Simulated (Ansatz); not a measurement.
Calculated with Ansatz (gas phase, PBE0-D4/def2-TZVP geometries, no zero-point term in ΔE). CCSD(T)/CBS is the MP2 limit (def2-TZVPP, def2-QZVPP) plus CCSD(T) − MP2 in def2-TZVPP, frozen cores. Double bonds are as drawn, so ΔE can hold a change between cis and trans. Functionals use def2-TZVPP. One conformer a species, not always the lowest.

Consider the substitution at a C–C bond: `C/C=C\CCC` + `BC(=O)O` → `BC(=O)OC` + `C/C=C\CC`.

**Question.** Is it downhill or uphill in electronic energy at CCSD(T)/CBS, and by how much? (Estimate.)

**Answer.** The calculation gave: Uphill: ΔE = +10.4 kcal/mol.

**Question.** What do these levels give: revPBE-D4, r2SCAN-D4, PBE, BLYP, CAM-B3LYP, LC-ωPBE, RPA@PBE/def2-TZVPP, MP2/def2-SVP, MP2/def2-TZVPP, CCSD/def2-TZVPP, HF/def2-QZVPP, CCSD/CBS(def2)? (Best estimate.)

**Answer.** Ansatz gave: revPBE-D4 10.1, r2SCAN-D4 9.5, PBE 9.2, BLYP 7.2, CAM-B3LYP 8.4, LC-ωPBE 9.9, RPA@PBE/def2-TZVPP 9.0, MP2/def2-SVP 11.3, MP2/def2-TZVPP 11.4, CCSD/def2-TZVPP 10.1, HF/def2-QZVPP 7.5, CCSD/CBS(def2) 10.4 kcal/mol.

Largest T1 diagnostic among the species: 0.019.

In def2-TZVPP, CCSD(T) changes the Hartree–Fock value by +2.5 kcal/mol (the triples alone add +0.0 kcal/mol) and MP2 by +3.8 kcal/mol. The D4 term adds +1.1 kcal/mol with B3LYP and +0.7 kcal/mol with PBE0; it sums over pairs of atoms, weighted by their polarisabilities, and B3LYP, whose exchange is more repulsive, gets the larger term.

B3LYP here is the variant with VWN-RPA as its local correlation; programs differ in this.
